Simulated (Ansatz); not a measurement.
Geometry optimisation, Ansatz, RKS PBE0-D4/def2-SVP.

The input (input.yaml):

```yaml
crystal:
  periodic: [false, false, false]
  atoms:
    - { symbol: C, position_ang: [-1.1941, -0.4239, 0.6753] }
    - { symbol: C, position_ang: [-0.3478, 0.0796, -0.4808] }
    - { symbol: Ge, position_ang: [1.4729, -0.4243, -0.1455] }
    - { symbol: C, position_ang: [-0.3477, 1.5499, -0.6396] }
    - { symbol: "N", position_ang: [-0.4815, 2.6811, -0.777] }
    - { symbol: H, position_ang: [-2.2989, -0.0861, 0.4553] }
    - { symbol: H, position_ang: [-1.16, -1.4815, 0.7696] }
    - { symbol: H, position_ang: [-0.8899, 0.1036, 1.6162] }
    - { symbol: H, position_ang: [-0.6693, -0.3816, -1.3828] }
    - { symbol: H, position_ang: [2.4011, 0.0414, -1.2861] }
    - { symbol: H, position_ang: [1.5871, -1.9661, 0.0318] }
    - { symbol: H, position_ang: [2.005, 0.2527, 1.1976] }
basis:
  gaussian: { orbitals: def2-SVP }
hamiltonian:
  xc: pbe0
  dispersion: d4
relax:
  f_tol: 0.02
  max_steps: 50
```

Command:

```bash
$ ansatz run input.yaml --threads 2 --pin off --max-ram 3072MiB --backend cpu --events-out ev --progress --plain --runs-dir out
```

Q: Where does it end, and by what steps?

A: The forces met the threshold. After 6 steps the energy has fallen by 0.343 eV; H8 moved furthest, 0.09 Å.

```
step  energy less start (eV)  largest force component (eV/Å)  accepted
   0                  0.0000                           3.061       yes
   1                 -0.2971                           0.674       yes
   2                 -0.3316                           0.259       yes
   3                 -0.3371                           0.230       yes
   4                 -0.3411                           0.147       yes
   5                 -0.3432                           0.086       yes
   6                 -0.3435                           0.004       yes
```

```xyz
12
Properties=species:S:1:pos:R:3
C -1.255 -0.379 0.684
C -0.339 0.096 -0.448
Ge 1.558 -0.419 -0.133
C -0.404 1.532 -0.653
N -0.432 2.682 -0.791
H -2.305 -0.116 0.482
H -1.192 -1.472 0.794
H -0.973 0.078 1.644
H -0.627 -0.387 -1.397
H 2.418 0.045 -1.317
H 1.600 -1.952 -0.003
H 2.029 0.237 1.174
```

Time of the run: 33 s on 2 threads of Arm Neoverse V1 (shared host), peak memory 0.32 GiB.
